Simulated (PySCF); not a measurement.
In(Me)2 (C2H6In), SMILES [CH3][In+][CH3], charge +1.

Geometry: B3LYP-D3(BJ)/def2-SVP. The spin state was assumed, not searched. The isomer is the one that the SMILES or the coordinates give; other isomers of the formula were not compared. The def2 effective core potentials stand for the cores of In; spin–orbit coupling is left out.

Two levels are set side by side: PBE/def2-TZVPD (PySCF) and ωB97X/def2-TZVPD (PySCF). Same geometry, gas phase. Differences are taken from unrounded values.

| quantity | PBE |
|---|---|
| orbital gap (eV) | 4.99 |
| highest occupied level (eV) | -12.27 |
| lowest empty level (eV) | -7.28 |
| mean polarisability (bohr³) | 57.1 |

### Question
These are the PBE values. What does ωB97X give? (The exact figures need the calculation; the answer reports its results.)

### Answer

```
quantity                      ωB97X  PBE minus ωB97X
---------------------------  ------  ---------------
orbital gap (eV)              10.86            -5.87
highest occupied level (eV)  -15.49             3.22
lowest empty level (eV)       -4.64            -2.65
mean polarisability (bohr³)    54.9              2.2
```

Without exact exchange PBE keeps part of each electron's self-repulsion, which lifts occupied levels and narrows the gap. Loosely held outer electrons make PBE densities more polarisable. Differences between two approximate levels are no errors against the true value.

Rough cost on one machine, each run with all the roots and properties that it gave: ωB97X against PBE within a factor of 2.
